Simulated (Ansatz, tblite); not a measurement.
Cost and result up the ladder for BeMe(NH2) (CH₅BeN) (8 atoms). The state is a singlet with charge 0. Geometry: r2SCAN-D4/def2-TZVP.

Cartesian coordinates in Å:
```
Be 0.237 0.126 0.102
C -1.179 -0.599 -0.459
H -2.079 -0.203 0.020
H -1.179 -1.681 -0.292
H -1.306 -0.457 -1.538
N 1.508 0.771 0.595
H 2.025 0.492 1.413
H 1.973 1.551 0.160
```

Ansatz on 4 threads of AMD EPYC 9R45 on a shared host; xTB runs through tblite on one thread. Times are rough, summed over both states, and most runs start from the orbitals of an earlier one. CCSD(T)/def2-TZVPP serves as the yardstick here, not as an exact answer. The other state is a doublet.

The xTB rows come from tblite. Correlated methods freeze 2 core orbitals. HOMO above LUMO, or a gap near zero within one spin, warns that the state may not be the lowest or that an electron is smeared out.

Correlated methods converge slowly with the basis.

Raw xTB energies of ions are shifted by several eV.

| level | functions | vertical IE (eV) | difference from CCSD(T)/def2-TZVPP (eV) | remarks |
| --- | --- | --- | --- | --- |
| CCSD(T)/def2-TZVPP | 151 | 9.78 | 0.00 | – |
| PBE0-D4/def2-TZVP | 111 | 9.73 | -0.05 | – |
| GFN1-xTB | 22 | 14.34 | 4.56 | – |
| PBE-D4/def2-TZVP | 111 | 9.58 | -0.19 | gap within one spin near zero (+1 doublet) |
| GFN2-xTB | 17 | 13.61 | 3.83 | – |
| r2SCAN-D4/def2-TZVP (with forces) | 111 | 9.58 | -0.20 | – |

(1) Estimate how long each takes.

Answers

(1) GFN2-xTB 0.005 s; GFN1-xTB 0.006 s; PBE-D4/def2-TZVP 0.8 s; r2SCAN-D4/def2-TZVP (with forces) 1.4 s; PBE0-D4/def2-TZVP 1.6 s; CCSD(T)/def2-TZVPP 14 s. On shared hardware such times vary by a factor of up to 3.
